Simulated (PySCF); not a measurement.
## Nonlinear optical response: `n1ccnc2cccc(C)c21`, C9H8N2

Geometry (Å), atoms numbered from 1 in this order:
```xyz
19

C    -2.207   -1.355   -0.093
C    -1.281   -0.183   -0.020
C    -1.734    1.116    0.088
C    -0.845    2.215    0.156
C     0.515    2.025    0.116
C     1.030    0.710    0.005
N     2.372    0.518   -0.035
C     2.794   -0.716   -0.137
C     1.902   -1.817   -0.204
N     0.602   -1.664   -0.168
C     0.131   -0.399   -0.063
H    -2.050   -1.922   -1.023
H    -3.257   -1.034   -0.046
H    -2.013   -2.061    0.728
H    -2.811    1.302    0.123
H    -1.254    3.225    0.241
H     1.226    2.851    0.166
H     3.877   -0.885   -0.170
H     2.295   -2.838   -0.290
```

Method: quadratic response CAM-B3LYP/aug-cc-pVDZ first hyperpolarisability, Taylor convention, gas phase (PySCF 2.14.0). Geometry: PBE0-D3(BJ)/def2-SVP.

(1) What is the first hyperpolarisability, and how does it disperse?

(2) Which lowest excitations, dipole and polarisabilities go with it?

Results:

(1) In au, Taylor convention; the vector part is βᵢ = ⅓ Σⱼ (βᵢⱼⱼ + βⱼᵢⱼ + βⱼⱼᵢ); β∥ is 3/5 of the vector part along the dipole, the dipole points from − to +:
```tsv
process	λ (nm)	β vector norm	β∥	β HRS	depolarisation ratio
static β(0;0,0)	∞	240.5	126.0	103.7	4.40
second harmonic β(−2ω;ω,ω)	1907	265.7	138.2	113.6	4.57
Pockels β(−ω;ω,0)	1907	248.5	129.8	–	–
second harmonic β(−2ω;ω,ω)	1064	338.6	173.0	141.7	5.05
Pockels β(−ω;ω,0)	1064	267.7	139.1	–	–
```

(2) S1 3.77 eV (f = 0.002); S2 4.31 eV (f = 0.052); S3 4.54 eV (f = 0.069); dipole 0.65 D; isotropic α 122.2 au static, 122.8 au at 1907 nm, 124.2 au at 1064 nm, 124.7 au at 953.5 nm, 131.3 au at 532 nm.
